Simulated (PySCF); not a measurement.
Br: electron affinity

Br⁻ [Kr] (1S) → Br [Ar] 3d10 4s2 4p5 (2P), as a difference of total energies. Calculation: PySCF 2.14, in aug-cc-pVQZ-PP with ECP10MDF (7s6p5d3f2g, 89 functions); scalar relativity through the core potential. Correlated levels: valence: 3s2 3p6 3d10 frozen. The calculations carry no spin-orbit coupling.

```
           method  electron affinity (eV)
              UHF                   2.337
    MP2 (valence)                   3.493
SCS-MP2 (valence)                   3.425
   CCSD (valence)                   3.354
CCSD(T) (valence)                   3.439
```

Question: How much does correlation contribute at CCSD(T) (valence)?

Answer: 3.439 − (2.337) = 1.102 eV, measured against UHF.

The reference lies between the lowest fine-structure levels, while these numbers refer to the centres of the terms.

Errors of the correlated levels include the incompleteness of this basis and the frozen core.

For comparison: 3.364 eV (measured; photodetachment measurements, as compiled on the Wikipedia data page of electron affinities).
